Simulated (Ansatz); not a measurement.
System: sum formula BN2H4F, net charge 0, singlet state. 
Coordinates optimised at B3LYP-D3(BJ)/def2-TZVP (Ansatz, an electronic-structure program):
```
B
F 1 1.3555
N 1 1.4116 2 117.61
H 3 1.0033 1 124.27 2 180.00
H 3 1.0042 4 114.36 1 180.00
N 1 1.4116 2 117.61 3 180.00
H 6 1.0033 1 124.27 2 180.00
H 6 1.0042 7 114.36 1 180.00
```
Charge 0, spin multiplicity 1.

Basis-set convergence of Hartree-Fock and CCSD(T) correlation energies (hartree) with Ansatz. Cores are frozen in the correlated levels unless marked. Spin-orbit coupling is left out. Non-relativistic.

```tsv
basis	functions	E(HF)	E(corr, CCSD(T))
cc-pVDZ	-	-235.52048	-0.64819
cc-pVTZ	176	-235.60476	-0.82075
cc-pVQZ	340	-235.62376	-0.87798
```

Extrapolating the two largest sets (X = 3 and 4) as X^-3: E(corr) = (64·(-0.87798) - 27·(-0.82075))/37 = -0.9197 Eh, an estimate of the basis-set limit. The largest set recovers 95.5 % of it, the smallest 70.5 %.
